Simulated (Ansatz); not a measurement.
Born–Oppenheimer molecular dynamics of F2GeH5P (9 atoms, charge 0, multiplicity 1). It starts at the highest image of a converged band. Of that band: A structure lower than the first end lies on the path between it and the top, so the climb from that side starts below the end, which may itself be a saddle point or a shallow side well. Neighbouring images differ by up to 2.1 eV, so the band resolves the path poorly. A vibrational analysis at the climbing image gives one clearly imaginary mode, 713i cm⁻¹: a first-order saddle point.

All numbers below come from RKS B3LYP/def2-SVP in Ansatz.

* ensemble: NVE (velocity Verlet)
* time step: 0.5 fs
* steps asked: 200
* starting velocities drawn for: 300 K
* seed: 9019

Frames 1 fs apart, positions in Å, forces in eV/Å.

Velocities at 75 fs (Å/ps):

```
Ge 7.62 -0.40 2.38
F 3.02 -0.66 -7.00
F 2.53 1.57 -8.34
H 10.14 -9.77 0.40
H 6.04 6.83 25.52
P -20.27 -1.23 4.06
H 16.21 -6.11 -18.73
H 31.60 9.39 1.11
H -94.94 49.04 -15.48
```

```xyz
9
Properties=species:S:1:pos:R:3:forces:R:3 time_fs=75 energy_less_start_eV=-1.542 T=2003
Ge 0.122 -0.085 -0.033 -0.40 -0.85 2.48
F 0.098 -0.664 1.767 0.40 0.86 -2.93
F 1.762 0.239 -0.553 -0.41 -0.15 0.33
H -0.660 1.256 0.037 0.41 -0.30 -0.19
H -0.425 -1.266 -0.903 0.27 0.43 0.32
P -3.323 -0.025 0.751 -1.65 -0.19 0.64
H -4.075 -0.348 -0.417 0.07 -0.21 -0.16
H -3.121 1.270 0.269 0.15 0.75 -0.16
H -4.604 0.376 1.426 1.16 -0.35 -0.34
9
Properties=species:S:1:pos:R:3:forces:R:3 time_fs=76 energy_less_start_eV=-1.494 T=1951
Ge 0.130 -0.085 -0.031 -0.28 -0.76 2.53
F 0.101 -0.664 1.759 0.42 0.84 -2.80
F 1.765 0.241 -0.561 -0.38 -0.15 0.33
H -0.648 1.245 0.037 0.31 -0.14 -0.17
H -0.418 -1.258 -0.876 0.18 0.20 0.12
P -3.344 -0.026 0.755 -2.17 0.46 0.78
H -4.058 -0.355 -0.436 0.08 -0.14 -0.12
H -3.089 1.282 0.269 0.03 0.27 -0.01
H -4.692 0.423 1.409 1.81 -0.58 -0.66
9
Properties=species:S:1:pos:R:3:forces:R:3 time_fs=77 energy_less_start_eV=-1.431 T=1882
Ge 0.137 -0.086 -0.028 -0.10 -0.65 2.58
F 0.104 -0.664 1.750 0.44 0.82 -2.64
F 1.767 0.242 -0.569 -0.33 -0.15 0.33
H -0.634 1.233 0.035 0.19 0.07 -0.15
H -0.409 -1.247 -0.848 0.05 -0.10 -0.11
P -3.365 -0.027 0.760 -2.38 1.05 0.69
H -4.041 -0.364 -0.457 0.10 -0.07 -0.04
H -3.056 1.297 0.270 -0.12 -0.23 0.14
H -4.764 0.464 1.385 2.16 -0.73 -0.81
9
Properties=species:S:1:pos:R:3:forces:R:3 time_fs=78 energy_less_start_eV=-1.387 T=1834
Ge 0.145 -0.087 -0.025 0.09 -0.53 2.59
F 0.108 -0.664 1.739 0.46 0.78 -2.43
F 1.769 0.244 -0.577 -0.28 -0.15 0.33
H -0.617 1.221 0.031 0.05 0.30 -0.13
H -0.400 -1.238 -0.821 -0.09 -0.40 -0.35
P -3.387 -0.028 0.765 -2.39 1.48 0.50
H -4.023 -0.373 -0.478 0.12 0.00 0.06
H -3.025 1.310 0.271 -0.28 -0.65 0.27
H -4.814 0.499 1.354 2.31 -0.82 -0.84
9
Properties=species:S:1:pos:R:3:forces:R:3 time_fs=79 energy_less_start_eV=-1.390 T=1837
Ge 0.152 -0.087 -0.021 0.24 -0.43 2.52
F 0.112 -0.663 1.728 0.48 0.73 -2.19
F 1.771 0.245 -0.585 -0.22 -0.16 0.33
H -0.600 1.212 0.026 -0.08 0.50 -0.11
H -0.391 -1.232 -0.798 -0.20 -0.65 -0.54
P -3.409 -0.028 0.769 -2.26 1.73 0.27
H -4.003 -0.382 -0.498 0.14 0.06 0.18
H -2.996 1.317 0.276 -0.41 -0.93 0.35
H -4.843 0.526 1.314 2.31 -0.85 -0.81
9
Properties=species:S:1:pos:R:3:forces:R:3 time_fs=80 energy_less_start_eV=-1.459 T=1914
Ge 0.160 -0.088 -0.017 0.30 -0.37 2.31
F 0.116 -0.662 1.715 0.50 0.66 -1.90
F 1.773 0.246 -0.592 -0.17 -0.17 0.33
H -0.583 1.208 0.021 -0.17 0.63 -0.10
H -0.384 -1.232 -0.779 -0.26 -0.77 -0.65
P -3.433 -0.028 0.774 -2.00 1.79 0.03
H -3.983 -0.390 -0.517 0.15 0.12 0.28
H -2.971 1.315 0.283 -0.51 -1.07 0.39
H -4.850 0.545 1.267 2.14 -0.83 -0.71
9
Properties=species:S:1:pos:R:3:forces:R:3 time_fs=81 energy_less_start_eV=-1.590 T=2058
Ge 0.167 -0.089 -0.013 0.24 -0.36 1.96
F 0.120 -0.660 1.701 0.52 0.58 -1.56
F 1.774 0.247 -0.600 -0.11 -0.17 0.34
H -0.568 1.210 0.014 -0.20 0.66 -0.08
H -0.380 -1.240 -0.767 -0.25 -0.72 -0.64
P -3.457 -0.027 0.779 -1.55 1.63 -0.21
H -3.961 -0.398 -0.533 0.15 0.15 0.36
H -2.952 1.302 0.295 -0.55 -1.06 0.38
H -4.836 0.555 1.213 1.75 -0.70 -0.54
9
Properties=species:S:1:pos:R:3:forces:R:3 time_fs=82 energy_less_start_eV=-1.740 T=2222
Ge 0.175 -0.090 -0.008 0.05 -0.36 1.45
F 0.124 -0.659 1.686 0.53 0.49 -1.17
F 1.776 0.248 -0.607 -0.05 -0.18 0.34
H -0.555 1.218 0.006 -0.17 0.56 -0.07
H -0.378 -1.254 -0.761 -0.17 -0.52 -0.53
P -3.481 -0.026 0.784 -0.83 1.21 -0.46
H -3.937 -0.404 -0.545 0.13 0.16 0.41
H -2.937 1.280 0.310 -0.52 -0.92 0.33
H -4.806 0.560 1.154 1.04 -0.43 -0.29
9
Properties=species:S:1:pos:R:3:forces:R:3 time_fs=83 energy_less_start_eV=-1.830 T=2320
Ge 0.183 -0.091 -0.004 -0.22 -0.35 0.82
F 0.129 -0.657 1.671 0.53 0.38 -0.73
F 1.778 0.249 -0.614 0.01 -0.19 0.34
H -0.544 1.231 -0.002 -0.10 0.37 -0.06
H -0.378 -1.274 -0.759 -0.04 -0.22 -0.36
P -3.506 -0.024 0.788 0.26 0.45 -0.68
H -3.912 -0.408 -0.554 0.10 0.14 0.41
H -2.927 1.249 0.328 -0.41 -0.65 0.24
H -4.766 0.560 1.092 -0.13 0.07 0.03
9
Properties=species:S:1:pos:R:3:forces:R:3 time_fs=84 energy_less_start_eV=-1.793 T=2279
Ge 0.190 -0.092 0.001 -0.52 -0.29 0.11
F 0.134 -0.654 1.656 0.53 0.24 -0.23
F 1.779 0.250 -0.621 0.06 -0.19 0.35
H -0.533 1.248 -0.011 -0.01 0.13 -0.04
H -0.378 -1.295 -0.762 0.09 0.11 -0.17
P -3.531 -0.022 0.793 1.65 -0.64 -0.82
H -3.886 -0.411 -0.559 0.07 0.11 0.37
H -2.921 1.212 0.348 -0.20 -0.26 0.11
H -4.728 0.561 1.031 -1.67 0.80 0.34
9
Properties=species:S:1:pos:R:3:forces:R:3 time_fs=85 energy_less_start_eV=-1.659 T=2134
Ge 0.198 -0.093 0.006 -0.78 -0.16 -0.65
F 0.140 -0.652 1.640 0.53 0.08 0.32
F 1.781 0.251 -0.628 0.11 -0.20 0.36
H -0.523 1.266 -0.020 0.08 -0.13 -0.02
H -0.377 -1.316 -0.765 0.20 0.40 -0.01
P -3.555 -0.021 0.797 2.81 -1.80 -0.74
H -3.860 -0.413 -0.560 0.03 0.05 0.28
H -2.917 1.172 0.370 0.08 0.22 -0.04
H -4.705 0.570 0.972 -3.07 1.53 0.49
9
Properties=species:S:1:pos:R:3:forces:R:3 time_fs=86 energy_less_start_eV=-1.575 T=2042
Ge 0.205 -0.094 0.011 -0.98 0.03 -1.43
F 0.145 -0.650 1.624 0.51 -0.11 0.93
F 1.783 0.252 -0.634 0.16 -0.21 0.37
H -0.511 1.284 -0.030 0.16 -0.34 0.01
H -0.374 -1.332 -0.769 0.28 0.62 0.12
P -3.578 -0.020 0.801 2.92 -2.45 -0.39
H -3.833 -0.415 -0.558 0.00 -0.01 0.17
H -2.912 1.134 0.391 0.38 0.67 -0.17
H -4.712 0.593 0.918 -3.43 1.80 0.40
```

Of the whole run (100 fs, mean temperature of the second half 1978 K): The conserved energy stayed within 0.29 meV per atom of its start (net change 0.14 meV per atom), so the integration is sound. The kinetic energy rose, since the run started high on the potential surface and went downhill. It ends in pieces (F2GeH2 + H3P), so much of that is their flight and rotation, not heat. A run of 0.1 ps of so small a system gives no equilibrium averages. The orbitals stay closed-shell, which can raise the energy where a bond breaks towards radicals; this wasn't checked here.

Time of the run: 7.4 min on 2 threads of Arm Neoverse V2, on a shared host, peak memory 0.23 GiB.
